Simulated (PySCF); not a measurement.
## Correlation energy of W⁻ (tungsten, charge -1)

[Xe] 4f14 5d5 6s2, high-spin 6S determinant. All numbers are calculated (PySCF 2.14, a scalar-relativistic core potential, in def2-QZVPPD with the def2 core potential (60 electrons)). Frozen: nothing; 15 electrons correlated.

| level | correlation energy (mhartree) |
| --- | --- |
| CCSD | -402.53 |
| (T) | -18.70 |
| CCSD(T) | -421.23 |

Diagnostics: T1 = 0.041, D1 = 0.2140, largest double amplitude 0.064.

Question: Is a single reference adequate?

Answer: Largely. T1 is above 0.03 while the doubles stay small, so the singles mainly relax the orbitals.

The basis has no tight functions for the innermost shells, so their pair energies are far from complete.

This basis was not built for core-valence correlation, so the inner-shell part is incomplete.
